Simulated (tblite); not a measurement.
Compound: C5H8O3.
Z-matrix (Å and degrees, GFN2-xTB geometry), rows numbered from 1:
```
C 
C   1  1.5255
O   2  1.4101  1  107.95
C   2  1.5104  1  110.33  3  -120.35
C   4  1.3223  2  126.35  1  -140.54
O   5  1.3954  4  125.66  2     2.89
C   6  1.3203  5  120.31  4   -58.34
O   7  1.1971  6  127.66  5    -2.10
H   1  1.0866  2  110.35  3  -179.45
H   1  1.0865  2  109.67  3    59.69
H   1  1.0863  2  109.30  3   -59.05
H   2  1.1041  1  108.95  3   119.42
H   3  0.9697  2  108.23  1   176.08
H   4  1.0794  2  115.55  1    42.11
H   5  1.0810  4  123.23  2   179.80
H   7  1.1026  6  108.31  5   179.12
```

Computed with GFN2-xTB (tblite): harmonic, unscaled wavenumbers at the GFN2-xTB geometry, gas phase. Against measured fundamentals such values can be off by several per cent, at times by over 20. One conformer, not necessarily the lowest.

Harmonic wavenumbers (cm⁻¹): 90.6, 113.2, 155.6, 171.0, 190.8, 274.6, 306.6, 348.2, 451.1, 526.4, 537.3, 638.0, 760.8, 825.1, 878.9, 891.8, 927.1, 942.4, 960.4, 1063.3, 1098.6, 1129.2, 1167.9, 1220.8, 1266.5, 1284.1, 1321.8, 1347.4, 1361.0, 1396.8, 1470.9, 1490.8, 1697.7, 1773.7, 2819.4, 2841.2, 3043.7, 3051.0, 3056.5, 3062.3, 3093.9, 3439.9.

A = 3459, B = 1522, C = 1220 MHz; mass 116.047 u (most abundant isotopes); point group C1, symmetry number 1.

Problem. Zero-point energy?

Solution. ½Σν̃ = 27244 cm⁻¹ = 77.89 kcal/mol.

Problem. Entropy at 500 K, 1 bar (ideal gas, RRHO, classical rotation)?

Solution. Translation 42.76, rotation 29.85, vibration 38.93: S = 111.5 cal/(mol K).

Problem. And Cp and H(500 K) − H(0)?

Solution. Cp = 48.46 cal/(mol K), of which vibrations give 40.51 (their classical limit is 42 R = 83.5); H(500 K) − H(0) = 14.38 kcal/mol without the zero-point energy, 10.41 from vibrations.

Problem. Which modes carry the vibrational entropy at 500 K?

Solution. 90.6 cm⁻¹: 4.66; 113.2 cm⁻¹: 4.22; 155.6 cm⁻¹: 3.60; 171.0 cm⁻¹: 3.42; 190.8 cm⁻¹: 3.20; 274.6 cm⁻¹: 2.51 cal/(mol K); the other 36 give 17.32 together.

Problem. What must be added to the electronic energy to get the Gibbs energy at 500 K and 1 bar?

Solution. ZPE + [H(500 K) − H(0)] − T·S = 77.89 + 14.38 − 55.77 = 36.50 kcal/mol.

Hindered rotation and anharmonicity are outside this model. Other conformers, if any are populated, would add a mixing term that is left out. The structure is chiral; the term R ln 2 for an equal mix with its mirror image is left out.
